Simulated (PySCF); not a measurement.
# Vertical excitation energies

C5H10Ge.
SMILES: `[CH3][GeH]1[CH2]C=C[CH2]1`

Method: TDDFT PBE0/def2-SVPD, vertical, gas phase, core orbitals frozen in the response (PySCF). Geometry: PBE0-D3(BJ)/def2-SVP; no solvent, vibrations or thermal averaging. The PBE0/def2-SVPD calculation is non-relativistic and has no spin–orbit coupling, an omission that weighs most on germanium.

Predict the UV-vis stick spectrum at this level.

```json
{"state": "S1", "λ (nm)": "190.4", "E (eV)": "6.51", "f": "0.0017", "symmetry": "–", "main configurations (H = HOMO, L = LUMO)": "H→L+1 (80%), H→L+2 (18%)"}
{"state": "S2", "λ (nm)": "180.0", "E (eV)": "6.89", "f": "0.0006", "symmetry": "–", "main configurations (H = HOMO, L = LUMO)": "H-1→L (99%)"}
{"state": "S3", "λ (nm)": "177.9", "E (eV)": "6.97", "f": "0.140", "symmetry": "A″", "main configurations (H = HOMO, L = LUMO)": "H→L (80%), H→L+3 (10%)"}
{"state": "S4", "λ (nm)": "177.2", "E (eV)": "7.00", "f": "0.012", "symmetry": "A′", "main configurations (H = HOMO, L = LUMO)": "H→L+2 (78%), H→L+1 (19%)"}
{"state": "S5", "λ (nm)": "175.6", "E (eV)": "7.06", "f": "0.021", "symmetry": "A″", "main configurations (H = HOMO, L = LUMO)": "H→L+3 (88%), H→L (9%)"}
{"state": "S6", "λ (nm)": "167.0", "E (eV)": "7.43", "f": "0.0071", "symmetry": "A″", "main configurations (H = HOMO, L = LUMO)": "H-1→L+1 (96%)"}
{"state": "S7", "λ (nm)": "166.3", "E (eV)": "7.46", "f": "0.0034", "symmetry": "A′", "main configurations (H = HOMO, L = LUMO)": "H→L+4 (94%)"}
{"state": "S8", "λ (nm)": "166.1", "E (eV)": "7.46", "f": "0.0024", "symmetry": "A″", "main configurations (H = HOMO, L = LUMO)": "H-2→L (93%)"}
{"state": "S9", "λ (nm)": "162.1", "E (eV)": "7.65", "f": "0.011", "symmetry": "A′", "main configurations (H = HOMO, L = LUMO)": "H→L+5 (93%)"}
{"state": "S10", "λ (nm)": "159.9", "E (eV)": "7.75", "f": "0.0006", "symmetry": "–", "main configurations (H = HOMO, L = LUMO)": "H→L+6 (89%), H-1→L+2 (9%)"}
```

Triplets, Tamm–Dancoff:

```tsv
state	E (eV)	λ (nm)	main configurations (H = HOMO, L = LUMO)
T1	4.25	291.6	H→L (95%)
T2	6.40	193.8	H→L+1 (75%), H→L+2 (22%)
T3	6.75	183.7	H-1→L (96%)
T4	6.93	178.9	H→L+2 (72%), H→L+1 (22%)
```

The lowest singlet lies at 6.51 eV (190 nm, vacuum ultraviolet) and is very weak; its leading configuration is HOMO→LUMO+1 (80%). The strongest level in the table is S3 at 6.97 eV (178 nm, f = 0.140). S7/S8 lie within about 0.01 eV of each other. Löwdin shares by element: HOMO carbon 82% or more (atoms not listed hold the other 18%); LUMO carbon 79% or more (atoms not listed hold the other 21%). Weighted by f, the mean energy of these states is 7.05 eV. Of the 10 states listed, 4 reach f = 0.01 and none stays under 0.0005. Orbital energies (eV): HOMO-3 -8.70, HOMO-2 -8.34, HOMO-1 -7.86, HOMO -6.96, LUMO 0.54, LUMO+1 0.64, LUMO+2 1.02. All these states lie below the vertical ionisation energy of 8.93 eV (ΔSCF). Symmetry labels in Cs follow from the direction of the transition dipole and are given only for states with f of 0.002 or more. The window holds the lowest 10 singlets.

Hardware: one thread of an Arm Neoverse V2, shared host. Cost: 94 s of wall time.
